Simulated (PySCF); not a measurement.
# Spin states and ions at one geometry of Hg(BH4)2

PySCF 2.14.0, RKS BP86, Hg def2-SVP with ECP60, B def2-SVP, H def2-SVP; non-relativistic Hamiltonian with scalar-relativistic core potentials where named; density fitting; no spin-orbit coupling; singlets restricted, open shells unrestricted. The geometry is relaxed for charge 0, singlet, vacuum:

```xyz
11

Hg    0.0000    0.0000    0.0000
B     0.0082    0.2617    2.3203
H     0.1109   -0.5692    3.2234
H     1.0022    0.9726    2.2282
H    -1.1042    0.7726    2.2711
H     0.0994   -0.8785    1.6073
B    -0.0082   -0.2617   -2.3203
H    -0.1109    0.5692   -3.2234
H     1.1042   -0.7726   -2.2711
H    -1.0022   -0.9726   -2.2282
H    -0.0994    0.8785   -1.6073
```

Energies count from the relaxed state; an electron taken off or put on is at rest in vacuum. Charges and spins are Mulliken's.

**Question.** Order these states by energy, lowest first.
A. charge 0, singlet, vacuum
B. charge +1, doublet, vacuum
C. charge 0, triplet, vacuum
D. charge -1, doublet, vacuum

**Answer.** A (0.00 eV), D (0.10 eV), C (5.03 eV), B (10.60 eV).

**Question.** How do charge and spin on the first atom follow?

**Answer.** 
| state | spin squared | charge on Hg1 (e) | spin on Hg1 (e) | dipole about the centre of mass (D) |
| --- | --- | --- | --- | --- |
| charge 0, singlet, vacuum | 0.00 | 0.35 | 0.00 | 0.00 |
| charge 0, triplet, vacuum | 2.00 | 0.05 | 0.60 | 0.00 |
| charge +1, doublet, vacuum | 0.75 | 0.53 | 0.02 | 0.04 |
| charge -1, doublet, vacuum | 0.75 | -0.18 | 0.55 | 0.00 |

With an electron taken off (doublet) the charges change, summed by element, by Hg +0.18 e, B +0.08 e, H +0.74 e. The vertical ionisation energy is 10.60 eV, against −ε(HOMO) = 7.82 eV of the relaxed state. The level lies 2.8 eV too high, as is usual for semilocal functionals and global hybrids, which keep a self-interaction error.

With an electron put on (doublet) the charges change, summed by element, by Hg -0.53 e, B +0.14 e, H -0.62 e. The vertical electron affinity is -0.10 eV, against −ε(LUMO) = 2.58 eV of the relaxed state. The basis has no diffuse functions, which an added electron needs. The added electron's level lies above zero.

Open shells may have lower solutions than those found.

A frequency check found unstable modes (1, the lowest at -6 cm⁻¹), so the relaxed geometry is a saddle point, or these are noise.
